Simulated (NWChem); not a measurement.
System meant: CH$_{6}$O$_{2}$Si$_{2}$; SMILES C([SiH2]O[SiH3])=O

Input file for NWChem:

```
start job
memory heap 200 mb stack 900 mb global 1100 mb
geometry units angstroms noautoz
  O      0.247517    -3.198208     0.000000
  C      0.619209    -2.038593     0.000000
  Si    -0.697138    -0.633324     0.000000
  O      0.066543     0.823848     0.000000
  Si     0.272545     2.461827     0.000000
  H      1.712863    -1.804307     0.000000
  H     -1.536000    -0.803397    -1.214589
  H     -1.536000    -0.803397     1.214589
  H      1.727314     2.756613     0.000000
  H     -0.349917     3.061022    -1.210273
  H     -0.349917     3.061022     1.210273
end
basis spherical
  * library def2-svp
end
dft
  xc pbe0
  iterations 4
  mulliken
end
task dft energy
```

End of the output:

```
    Atom       Charge   Shell Charges
 -----------   ------   -------------------------------------------------------
    1 O    8     8.14   1.98  0.94  0.66  2.66  1.87  0.03
    2 C    6     6.02   1.97  0.65  0.38  1.76  1.10  0.16
    3 Si  14    13.49   2.00  1.93  0.64  0.32  5.82  1.28  1.01  0.49
    4 O    8     8.34   1.97  0.88  0.59  2.77  2.12  0.01
    5 Si  14    13.51   2.00  1.93  0.64  0.34  5.82  1.26  1.08  0.44
    6 H    1     1.01   0.65  0.29  0.07
    7 H    1     1.09   0.65  0.42  0.02
    8 H    1     1.09   0.65  0.42  0.02
    9 H    1     1.10   0.65  0.43  0.02
   10 H    1     1.10   0.65  0.43  0.02
   11 H    1     1.10   0.65  0.43  0.02

 center of mass
 --------------
 x =   0.00742214 y =  -0.09745896 z =   0.00000000

 moments of inertia (a.u.)
 ------------------
        1578.207180776037           0.000000000000           0.000000000000
           0.000000000000         136.138294130169           0.000000000000
           0.000000000000           0.000000000000        1672.021326769397

     Multipole analysis of the density
     ---------------------------------

     L   x y z        total         alpha         beta         nuclear
     -   - - -        -----         -----         ----         -------
     0   0 0 0      0.000000    -28.000000    -28.000000     56.000000

     1   1 0 0      0.080262      0.040131      0.040131     -0.000000
     1   0 1 0      0.950308      0.475154      0.475154      0.000000
     1   0 0 1     -0.000000     -0.000000     -0.000000      0.000000

     2   2 0 0    -33.227480    -54.957828    -54.957828     76.688175
     2   1 1 0     -0.272438     -1.632032     -1.632032      2.991625
     2   1 0 1     -0.000000     -0.000000     -0.000000      0.000000
     2   0 2 0    -40.682009   -437.472732   -437.472732    834.263455
     2   0 1 1     -0.000000     -0.000000     -0.000000      0.000000
     2   0 0 2    -33.797903    -27.397835    -27.397835     20.997767

 ------------------------------------------------------------------------
 dft energy failed                                                                                  0
 ------------------------------------------------------------------------
 ------------------------------------------------------------------------
  current input line :
    24: task dft energy
 ------------------------------------------------------------------------
 ------------------------------------------------------------------------
 This type of error is most commonly associated with calculations not reaching convergence criteria
 ------------------------------------------------------------------------
 For more information see the NWChem manual at https://nwchemgit.github.io

0:dft energy failed:Received an Error in Communication
```

Task: What is wrong, and how is it mended?

Result: The run did not converge; its last values are not results. Cause: the SCF was allowed too few iterations. This input runs:
```
start job
memory heap 200 mb stack 900 mb global 1100 mb
geometry units angstroms noautoz
  O      0.247517    -3.198208     0.000000
  C      0.619209    -2.038593     0.000000
  Si    -0.697138    -0.633324     0.000000
  O      0.066543     0.823848     0.000000
  Si     0.272545     2.461827     0.000000
  H      1.712863    -1.804307     0.000000
  H     -1.536000    -0.803397    -1.214589
  H     -1.536000    -0.803397     1.214589
  H      1.727314     2.756613     0.000000
  H     -0.349917     3.061022    -1.210273
  H     -0.349917     3.061022     1.210273
end
basis spherical
  O library def2-svp
  C library def2-svp
  Si library def2-svp
  H library def2-svp
end
dft
  xc pbe0
  iterations 150
  mulliken
end
task dft energy
```
It converges to -770.39959 Ha (PBE0/def2-SVP).
